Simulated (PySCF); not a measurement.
Excitations are Tamm–Dancoff values on a coarser integration grid. The basis has no diffuse functions, so Rydberg states are missing or too high.

Cartesian coordinates (Å):
```xyz
19

C     -3.4444     1.4843    -0.2545
O     -3.1567     0.1104    -0.2065
C     -1.8821    -0.2648    -0.0908
C     -1.4540    -1.5662    -0.0319
C     -0.0383    -1.6172     0.0905
S      1.1317    -2.8813     0.2123
C      2.4246    -1.7317     0.3038
C      2.0118    -0.4199     0.2461
Si     3.1805     1.0339     0.3217
C      0.5897    -0.3766     0.1233
S     -0.5703     0.9070     0.0019
H     -2.9611     1.9645    -1.1238
H     -3.1149     1.9949     0.6677
H     -4.5328     1.5792    -0.3496
H     -2.1364    -2.4128    -0.0761
H      3.4470    -2.0973     0.3978
H      2.8621     1.9086     1.4918
H      3.0687     1.8677    -0.9142
H      4.5749     0.5174     0.4502
```
Charge 0, spin multiplicity 1.

What is the computed HOMO, dipole moment and S1 excitation (TDA) (PBE-D3(BJ)/def2-TZVP // PBE0-D3(BJ)/def2-SVP run with PySCF 2.14.0)?


- HOMO = -4.87 eV
- dipole moment = 1.80 D
- S1 excitation (TDA) = 3.98 eV
